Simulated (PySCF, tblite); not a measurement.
A database entry of computed molecular properties. Lists by class give the value and the number of equivalent atoms.

```json
{
 "formula": "C6H10ClNSi2",
 "smiles": "C/N=C\\C#C[C@@H]1[SiH2][C@@H]1[SiH2]Cl",
 "charge": 0,
 "multiplicity": 1,
 "geometry_level": "GFN2-xTB",
 "electronic_structure_code": "PySCF",
 "results": {
  "GFN2-xTB geometry": {
   "point_group": "C1",
   "rotational_constants_GHz": [1.047, 0.453, 0.346]
  },
  "PBE0/pcSseg-1 ground state and GIAO shieldings, non-relativistic": {
   "dipole_D": 3.17,
   "homo_eV": -6.76,
   "lumo_eV": -1.24,
   "shift_vs_computed_TMS_C_by_class_ppm": [
    [146.6, 1],
    [109.8, 1],
    [79.3, 1],
    [47.6, 1],
    [5.1, 1],
    [3.0, 1]
   ],
   "shift_vs_computed_TMS_H_by_class_ppm": [
    [7.65, 1],
    [5.65, 1],
    [5.23, 1],
    [3.68, 3],
    [3.22, 1],
    [2.94, 1],
    [2.22, 1],
    [0.6, 1]
   ],
   "shielding_other_nuclei_by_class_ppm": [
    ["N", -133.6, 1],
    ["Si", 362.6, 1],
    ["Si", 475.9, 1],
    ["Cl", 1009.4, 1]
   ]
  },
  "GFN2-xTB harmonic vibrations, gas phase": {
   "strongest_ir_bands_cm-1_km_per_mol_modes": [
    [527.2, 216.6, 1],
    [696.2, 377.8, 1],
    [2249.8, 260.1, 1],
    [2293.4, 399.0, 1],
    [2357.8, 232.7, 1],
    [2387.2, 296.4, 1]
   ],
   "zpe_kcal_per_mol": 84.1
  }
 }
}
```

The zero-point energy, half the sum of the 54 harmonic wavenumbers, equals 29410 cm⁻¹ or 352 kJ/mol. The rotational constants make it an asymmetric top with κ = (2B − A − C)/(A − C) = -0.69, nearer the prolate limit (−1).

One conformer (not necessarily the lowest) at the GFN2-xTB geometry, without solvent or vibrations. NMR classes are plain means over equivalent atoms (diastereotopic ones count apart unless rotation or inversion swaps them), as if these changed places fast; in this geometry the members of some classes differ.

For the vibration job (GFN2-xTB), hardware: one thread, Arm Neoverse V2 (aarch64), no GPU, shared host. Cost: 1.2 s.

Shape of the structure used: `[CH3:1]/[N:2]=[CH:3]\[C:4]#[C:5][C@@H:6]1[SiH2:7][C@@H:8]1[SiH2:9][Cl:10]`: Si7–C8–Si9–Cl10 102°.
